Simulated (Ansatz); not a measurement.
`CO[CH2][AlH2]` and `COCF` differ in one atom or group.

Ansatz, PBE0-D4/def2-TZVP geometries, multiplicity 1. Each molecule was computed in one conformer, which needn't be the lowest.

```
                                                                                  property  `CO[CH2][AlH2]`
ideal-gas entropy at 298 K and 1 bar (rigid rotor, harmonic PBE0-D4/def2-TZVP) / J/(mol·K)              331
                                            zero-point energy (PBE0-D4/def2-TZVP) / kJ/mol            214.6
                                                      HOMO–LUMO gap (PBE0/def2-TZVPP) / eV             6.09
                                                     LUMO energy (ωB97M-V/def2-TZVPP) / eV             0.22
                                                     HOMO energy (ωB97M-V/def2-TZVPP) / eV            -9.84
                                        size of the dipole moment (ωB97M-V/def2-TZVPP) / D             1.38
```

Problem. Give the same properties after the change, and the shifts. (Best estimate.)

Solution. Ansatz gave: 
```tsv
property	`COCF`	shift
ideal-gas entropy at 298 K and 1 bar (rigid rotor, harmonic PBE0-D4/def2-TZVP) / J/(mol·K)	291	-40
zero-point energy (PBE0-D4/def2-TZVP) / kJ/mol	192.7	-21.9
HOMO–LUMO gap (PBE0/def2-TZVPP) / eV	10.00	3.91
LUMO energy (ωB97M-V/def2-TZVPP) / eV	3.04	2.82
HOMO energy (ωB97M-V/def2-TZVPP) / eV	-10.87	-1.03
size of the dipole moment (ωB97M-V/def2-TZVPP) / D	1.69	0.31
```

With PBE0 the HOMO falls by 1.00 eV and the LUMO rises by 2.91 eV, so the gap widens by about 3.91 eV. PBE moves the HOMO by -0.94 eV and ωB97M-V by -1.03 eV. The zero-point energy changes by -21.9 kJ/mol with -6 modes. Dipoles are sizes alone; their direction can turn.
